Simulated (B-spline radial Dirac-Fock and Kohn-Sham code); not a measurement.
# EELS cross sections of the Ba N2 edge

System: the free barium atom, [Xe] 6s2. These are calculated numbers from a radial atomic solver; the model is the first Born approximation with generalised oscillator strengths from a Dirac-Hartree-Slater potential (longitudinal and transverse terms; continuum final states only, so no white lines or fine structure). The edge is taken at 192.0 eV (tabulated value).

Input file task.json (cfg lists n, l and occupation; rrms is the nuclear radius in fm):

```json
{"items": [{
  "Z": 56,
  "q": 0,
  "cfg": [[1, 0, 2], [2, 0, 2], [2, 1, 6], [3, 0, 2], [3, 1, 6], [3, 2, 10], [4, 0, 2], [4, 1, 6], [4, 2, 10], [5, 0, 2], [5, 1, 6], [6, 0, 2]],
  "A": 138,
  "rrms": 4.8378,
  "do": "eels",
  "beams": [[60, 5], [60, 100], [80, 5], [80, 100], [100, 20], [120, 5], [120, 10], [120, 20], [120, 50], [120, 100], [200, 20], [300, 5], [300, 10], [300, 100]],
  "edges": {"N2": 192.0}
}]}
```

Launch: `python xray2_run.py task.json out`

Partial cross sections σ(β, Δ) in barn, integrated over a window Δ above the edge and up to the collection semi-angle β, for parallel illumination:

```csv
E₀ (kV),β (mrad),Δ = 25 eV,Δ = 50 eV,Δ = 100 eV,Δ = 200 eV,Δ = 300 eV
60,5,350,614,998,1440,1660
60,100,2340,4040,6400,9770,12100
80,5,342,603,990,1450,1690
80,100,1890,3270,5200,7980,9900
100,20,825,1400,2220,3320,3990
120,5,324,573,950,1420,1680
120,10,492,858,1410,2140,2570
120,20,792,1340,2120,3160,3800
120,50,1350,2320,3660,5530,6740
120,100,1420,2470,3940,6060,7530
200,20,730,1230,1930,2880,3460
300,5,295,522,872,1340,1610
300,10,442,758,1220,1860,2250
300,100,?,?,?,?,?
```

Q: Give the row for 300 kV and 100 mrad.

A: 854 b for 25 eV, 1490 b for 50 eV, 2380 b for 100 eV, 3690 b for 200 eV, 4590 b for 300 eV.
